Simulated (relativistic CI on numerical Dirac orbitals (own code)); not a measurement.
Method of calculation: Dirac-Coulomb-Breit CI, separate exchange-only KLI orbitals for each configuration, model QED, unscaled Slater integrals (own radial code, finite nucleus).

The strongest absorption lines from the ground level of an ion, among the configurations computed and to levels below about 2980 eV (vacuum wavelength in nm, gf): 0.55929 (0.71), 0.60631 (1.7), 0.61197 (0.05), 0.62483 (0.12), 0.68922 (0.28), 2.8791 (0.81), 4.2952 (0.45), 5.9379 (0.0039).

Question: Which ion is it?
A. Pm43+
B. Ta55+
C. Tb47+
D. Tb45+

Answer: C. Tb47+ has 18 electrons and the ground level 3s²3p⁶ ¹S0; the strongest line goes to 3s²3p⁵4d ¹P°1. The pattern of lines fixes the number of electrons, and along that sequence the line energies rise steadily with the charge (about as its square where n changes within one kind of shell, about linearly where n is kept but much faster in heavy ions where fine structure, which grows about as Z⁴, sets the gap, and irregularly where shells cross), which fixes Z. Configurations outside the model, such as inner-shell arrays, can give stronger lines. At this charge energies of transitions that change n are usually good to better than 1 %, and those within a shell (Δn = 0) to a few per cent.

LS names give the leading component of a level, which can be under half, so a name can repeat, a term be missing and a line seem to break the LS rules.
